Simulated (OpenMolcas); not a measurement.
O²⁺: CASPT2 settings compared

| Item | Value |
| --- | --- |
| Program | OpenMolcas |
| Basis | ANO-L-VQZP [5s4p3d2f] |
| Scalar Hamiltonian | non-relativistic, point nucleus |
| Active space | 4 electrons in 4 orbitals (2s 2p) |
| State averaging | 2S+1 = 3 even, 3 roots; 2S+1 = 1 even, 6 roots; 2S+1 = 5 odd, 1 root; 2S+1 = 3 odd, 9 roots; 2S+1 = 1 odd, 8 roots |
| Spin-orbit coupling | RASSI with atomic mean-field integrals over the reference wave functions, term energies averaged over their components |

Methods on the same reference wave functions:
A. CASSCF
B. SS-CASPT2, IPEA 0.75 Eh, imaginary shift 0.2 Eh (closed shells correlated: 1s)
C. SS-CASPT2, IPEA 0.1 Eh, sigma1 regulariser 0.5 Eh (closed shells correlated: none)
D. XMS-CASPT2, IPEA 0.75 Eh, sigma1 regulariser 0.3 Eh (closed shells correlated: none)

Energies in cm-1 above 2s2 2p2 3P0, the measured ground level; measured values from Moore, Selected Tables of Atomic Spectra, NSRDS-NBS 3, section 11.

```json
{"Level": "2s2 2p2 3P0", "A": "0.0", "B": "0.0", "C": "0.0", "D": "0.0", "Measured": "0.0"}
{"Level": "2s2 2p2 3P1", "A": "106", "B": "106", "C": "106", "D": "106", "Measured": "113"}
{"Level": "2s2 2p2 3P2", "A": "314", "B": "314", "C": "314", "D": "314", "Measured": ""}
{"Level": "2s2 2p2 1D2", "A": "22878", "B": "19880", "C": "20600", "D": "20160", "Measured": "20273"}
{"Level": "2s2 2p2 1S0", "A": "40952", "B": "41920", "C": "42650", "D": "42390", "Measured": "43186"}
{"Level": "2s 2p3 5S* 2", "A": "48549", "B": "56590", "C": "57950", "D": "57490", "Measured": "60325"}
{"Level": "2s 2p3 3D* 2", "A": "123100", "B": "118150", "C": "118210", "D": "118910", "Measured": ""}
{"Level": "2s 2p3 3D* 1", "A": "123100", "B": "118150", "C": "118210", "D": "118910", "Measured": ""}
{"Level": "2s 2p3 3D* 3", "A": "123101", "B": "118150", "C": "118210", "D": "118910", "Measured": ""}
{"Level": "2s 2p3 3P* 0", "A": "145358", "B": "141320", "C": "141800", "D": "141900", "Measured": ""}
{"Level": "2s 2p3 3P* 1", "A": "145359", "B": "141320", "C": "141800", "D": "141900", "Measured": ""}
{"Level": "2s 2p3 3P* 2", "A": "145360", "B": "141330", "C": "141800", "D": "141900", "Measured": ""}
{"Level": "2s 2p3 1D* 2", "A": "202486", "B": "188990", "C": "188410", "D": "190200", "Measured": "187054"}
{"Level": "2s 2p3 3S* 1", "A": "209813", "B": "200360", "C": "198580", "D": "200920", "Measured": "197088"}
{"Level": "2s 2p3 1P* 1", "A": "224454", "B": "211690", "C": "211740", "D": "212210", "Measured": "210462"}
```

Deviations, from unrounded energies. A percentage is the sum of absolute deviations over the sum of measured energies, with the sign that they share, or ± where signs differ.

```json
{"Against measurement": "mean absolute deviation (cm-1)", "Levels": "7", "A": "8400", "B": "1700", "C": "1100", "D": "1800"}
{"Against measurement": "fine structure of the ground term (%)", "Levels": "1", "A": "-6.0", "B": "-6.0", "C": "-6.1", "D": "-6.0"}
{"Against measurement": "other terms of the ground configuration (%)", "Levels": "2", "A": "±7.6", "B": "-2.6", "C": "±1.4", "D": "-1.4"}
{"Against measurement": "other configurations (%)", "Levels": "4", "A": "±8.2", "B": "±1.6", "C": "±1.0", "D": "±1.8"}
```

C lies closest to measurement on these levels and A furthest from it. The largest miss of C in the table is 2s 2p3 5S* 2, by -2400 cm-1. The ranking rests on the paired levels alone, and a cruder setting can come out closer through cancelling errors.

Among B to D the level of the table that moves most is 2s 2p3 3S* 1, by 2300 cm-1 (lowest in C, highest in D). Moves below CASPT2's spread within the term are not significant.

The mean deviations of B to D differ by less than CASPT2's widest spread within a term (1300 cm-1), so their order carries little weight.

From A to B the spin-free energies of the other terms of 2s2 2p2 shown, above 3P, scale by factors of 0.87 to 1.02.

The lowest spin-free term lies below A's lowest term by 0.077 hartree in B, 0.076 hartree in C, 0.071 hartree in D.

CASPT2 does not keep the components of a term degenerate, so their means are used; among the terms shown or strongly mixed into the levels shown the widest spread is 1300 cm-1 (2s 2p3 3D*, D). Computed and measured levels are paired by configuration, term and J; levels that our copy of the source lacks, or whose pairing is in doubt (as where it misses far off the trend of its configuration), stay unpaired and out of the deviations. Only configurations of the active space appear.

* marks odd parity.
